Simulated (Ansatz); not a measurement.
Geometry optimisation, RHF/6-31G* in Ansatz 0.2.0.

The input (input.yaml):

```yaml
crystal:
  periodic: [false, false, false]
  atoms:
    - { symbol: Al, position_ang: [0.0, 0.0, 0.0] }
    - { symbol: H, position_ang: [0.0, 0.0, 1.91] }
    - { symbol: O, position_ang: [1.5415, 0.0, -0.89] }
    - { symbol: H, position_ang: [1.8414, -0.9519, -1.0449] }
    - { symbol: O, position_ang: [-1.5415, 0.0, -0.89] }
    - { symbol: H, position_ang: [-2.0512, -0.8467, -0.6815] }
    - { symbol: "N", position_ang: [0.0995, 2.1044, 0.7] }
    - { symbol: H, position_ang: [0.493, 2.3259, 1.659] }
    - { symbol: H, position_ang: [-0.2465, 2.8877, 0.0753] }
    - { symbol: H, position_ang: [0.0486, 1.0269, 1.8385] }
basis:
  gaussian: { orbitals: "6-31G*" }
hamiltonian:
  xc: hf
relax:
  f_tol: 0.15
  max_steps: 25
  restrain:
    - { distance: [0, 6], at: 3.12, k: 30.0 }
    - { distance: [9, 1], at: 1.86, k: 30.0 }
    - { distance: [0, 1], at: 1.56, k: 30.0 }
    - { distance: [9, 6], at: 1.06, k: 30.0 }
```

Run as:

```bash
$ ansatz run input.yaml --threads 1 --pin off --max-ram 2048MiB --backend cpu --events-out ev --progress --plain --runs-dir out
```

Problem. Where does it end, and by what steps?

Solution. The run converged. The restraints hold the end off the free minimum. After 15 steps the energy has fallen by 4.562 eV (the restraints' own energy left out); H8 moved furthest, 0.90 Å. Joined: N7–H10 (1.57 → 1.03 Å).

```
step  energy less start (eV)  largest force component (eV/Å)  accepted
   0                  0.0000                           6.052       yes
   1                  0.3309                           4.794       yes
   2                 -0.7000                           5.281       yes
   3                 -2.3401                           4.606       yes
   4                 -3.5098                           2.936       yes
   5                 -3.9999                           1.962       yes
   6                 -4.0039                           2.926       yes
   7                 -4.2592                           1.587       yes
   8                 -4.3388                           1.552       yes
   9                 -4.4056                           1.485       yes
  10                 -4.4761                           1.467       yes
  11                 -4.2214                           4.126        no
  12                 -4.5161                           1.444       yes
  13                 -4.5404                           1.441       yes
  14                 -4.5587                           1.425       yes
  15                 -4.5620                           1.429       yes
```

```xyz
10
Properties=species:S:1:pos:R:3
Al 0.037 -0.406 0.114
H -0.226 -0.303 1.651
O 1.628 -0.518 -0.446
H 1.865 -0.591 -1.358
O -1.217 -0.400 -1.025
H -2.140 -0.427 -0.828
N 0.039 2.477 1.306
H 0.957 2.517 0.908
H -0.652 2.629 0.597
H -0.106 1.567 1.757
```

Run time: 24 s on 1 thread of Arm Neoverse V1, with other jobs on the host, peak memory 0.15 GiB.
